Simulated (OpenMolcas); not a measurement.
Os4+: moving or changing the point charges

Os4+ among 6 point charges of -1.7 e arranged as an octahedron (Oh), 2.14 Å from the ion.
```
   2.1400    0.0000    0.0000  -1.70
   0.0000    2.1400    0.0000  -1.70
  -2.1400    0.0000    0.0000  -1.70
   0.0000   -2.1400    0.0000  -1.70
   0.0000    0.0000    2.1400  -1.70
   0.0000    0.0000   -2.1400  -1.70
```

```
Program             : OpenMolcas 26.06
Method              : SS-CASPT2, IPEA 0.25 Eh, imaginary shift 0.1 Eh (closed shells correlated: 5s 5p)
Basis               : ANO-RCC-VTZP [8s7p5d3f2g1h]
Scalar Hamiltonian  : DKH2, point nucleus
Active space        : 4 electrons in 5 orbitals (5d)
State averaging     : 2S+1 = 5 even, 5 roots; 2S+1 = 3 even, 45 roots; 2S+1 = 1 even, 50 roots
Spin-orbit coupling : state interaction with AMFI integrals over the reference wave functions
```

Runs around this geometry, states (labels of O, the rotations of Oh). Energies in cm-1 above the lowest state or level, χT in cm3 K/mol; 10Dq and B are least-squares fits to the states below 45000 cm-1, weighted by degeneracy, with a free offset, and given where the rms deviation is under 5 % of |10Dq| (or 100 cm-1) and under 700 cm-1.

| R (Å) | q (e) | Ground state | First state of that spin | 10Dq | B (rms of fit) | First gap with spin-orbit (degeneracies) | χT at 300 K | First state of another spin |
| --- | --- | --- | --- | --- | --- | --- | --- | --- |
| 2.14 | -1.36 | 5E | 5T2 5250 |  |  | 4080 (1, 3) | 0.075 | 3T1 13260 |
| 1.94 | -1.7 | 5E | 5T2 10640 | 10875 | 658 (431) | 4280 (1, 3) | 0.101 | 3T1 8250 |
| 2.14 | -1.7 | 5E | 5T2 6570 |  |  | 4100 (1, 3) | 0.081 | 3T1 12110 |
| 2.34 | -1.7 | 5E | 5T2 4200 |  |  | 4090 (1, 3) | 0.069 | 3T1 14110 |

Taking the first state of the same spin as R^-n, n = -ln(4200 / 10640) / ln(2.34 / 1.94) = 5.0 between the shortest and longest distance.

Scaling the charges by -1.36 / -1.7 = 0.80 scales the first state of the same spin by 5250 / 6570 = 0.80; with fixed orbitals a first-order splitting would follow the charge.

Roots that are degenerate in the reference are averaged as groups; the widest CASPT2 spread within a group is 460 cm-1 (the 3-fold group of multiplicity 3 near 47600 cm-1 above the lowest state of its run, R = 2.14, q = -1.7). Shifts and gaps below about the spread of the groups concerned are not significant. This shell can be high or low spin here, a state of another spin lies low, and with metal d orbitals alone active their balance is uncertain, so the ground spin may be wrong. Point charges give a weaker field than real ligands, and real ions of this kind are as a rule low spin; the high spin found here belongs to the model. Free-ion shares, where given, are those of the reference states; single-state CASPT2 does not remix them. Spin-orbit coupling mixes the spin-free states strongly: the lowest level takes only 40 % from its leading state, 5E (figures for R = 2.14, q = -1.36; the like holds for R = 1.94, q = -1.7, R = 2.14, q = -1.7, R = 2.34, q = -1.7). This field is weak: 10Dq is about 5209 cm-1, while octahedral complexes of 5d ions of charge 3 and more, computed by the same method with explicit ligands, had a median near 35000 cm-1. Ground spin and moment need not be those of a real site (figures for R = 2.14, q = -1.36; the like holds for R = 1.94, q = -1.7, R = 2.14, q = -1.7, R = 2.34, q = -1.7). The ground term spreads over less than 5000 cm-1, several times less than with real ligands, so orbital moments are less quenched and χT lies further from the spin-only value than at real sites (holds for R = 2.34, q = -1.7). Point charges carry no covalency, so the field is a model and not that of real ligands. No measured value stands beside these numbers.
